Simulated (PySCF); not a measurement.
Static response to an electric field

Species: C₂H₉FSSi₂.
Cartesian coordinates in Å at the GFN2-xTB level; atoms count from 1:
```xyz
15
C2H9FSSi2 angstrom
C     -2.7284    0.1725    0.5032
C     -1.6104    0.3266   -0.5230
Si     0.1040    0.1324    0.2419
F      0.2622   -1.3741    0.8104
S      1.5712    0.4300   -1.2854
Si     3.3572   -0.3716   -0.3960
H     -2.6808   -0.8043    0.9782
H     -2.6452    0.9299    1.2789
H     -3.7029    0.2753    0.0300
H     -1.7428   -0.4154   -1.3136
H     -1.6897    1.3022   -1.0035
H      0.3890    0.9436    1.4119
H      4.3268   -0.2167   -1.4656
H      3.1190   -1.7591   -0.0310
H      3.6663    0.4366    0.7775
```

Level: PBE0/def2-SVPD (PySCF), static field, nuclei fixed, core orbitals frozen in the response. The polarisability tensor in these axes (au):

```
x   126.41  -5.16  -5.27
y    -5.16  81.06  -1.48
z    -5.27  -1.48  88.76
```

Task: Diagonalise the tensor; give its mean and Δα, where Δα² is half the sum of the squared differences of the eigenvalues.

Result: Principal values 79.97, 88.62 and 127.66 au; mean 98.75 au = 14.63 Å³ = 16.28 × 10⁻⁴⁰ C²·m²/J; Δα = 44.01 au (45 % of the mean).

Task: What is the dipole moment, and where does it point?

Result: (-0.61, 0.75, 0.24) D, 1.00 D in size, pointing from the negative to the positive side. Measured along this direction, the outermost atoms are H14 and H13 at the negative end and H8 at the positive end.

Task: Give the principal axes and the span of the nuclei along them.

Result: Largest value along (0.99, -0.11, -0.13), where the nuclei span 8.16 Å; middle along (0.10, -0.26, 0.96), 2.62 Å; least along (0.13, 0.96, 0.24), 2.58 Å. 

Task: What would n − 1 = 2πNα be for an ideal gas of these molecules at 400 K and 1 atm, electronic part alone?

Result: N = p/kT = 1.8347 × 10¹⁹ cm⁻³, so n − 1 = 2π × N × 14.63 × 10⁻²⁴ cm³ = 1687 × 10⁻⁶ at long wavelengths.

Task: Give the eigenvalues of the traceless quadrupole moment Θ = ½Σq(3rr − r²1), origin at the centre of nuclear charge.

Result: -8.78, -2.55, 11.33 D·Å. The values depend on the origin, since the dipole doesn't vanish. The electronic extent ⟨r²⟩ about the same centre is 1480 bohr², a root-mean-square distance of 2.37 Å for the 74 electrons.

Task: Form Σ f/ω² (atomic units) for the 8 lowest TDDFT singlets, given as eV and f, and set it beside the mean polarisability, which is this sum over all singlets: 6.02, 0.0141; 6.31, 0.0099; 6.70, 0.0123; 7.03, 0.0261; 7.23, 0.0049; 7.38, 0.0403; 7.53, 0.0193; 7.62, 0.0773.

Result: They add up to 2.92 au, 3.0 % of the 98.75 au; the largest single term is 0.99 au, from the state at 7.62 eV. Terms in order: 0.29, 0.18, 0.20, 0.39, 0.07, 0.55, 0.25, 0.99 au. Higher excitations give the rest. The strengths listed sum to 0.204.

Task: How large is μ²/3kT at 350 K beside α?

Result: In Gaussian units μ²/3kT = 6.87 Å³ against 14.63 Å³, a ratio of 0.47; the Debye molar polarisation (4π/3)N_A(α + μ²/3kT) is 54.3 cm³/mol, leaving out the vibrational part.

Isolated species at its GFN2-xTB geometry (one conformer only).

These values come from a run that also computed excited states. Time: 80 s; peak memory 0.83 GiB. Hardware: Intel Xeon at 2.50 GHz, one thread, shared host with 64 logical CPUs at a one-minute load of 60.
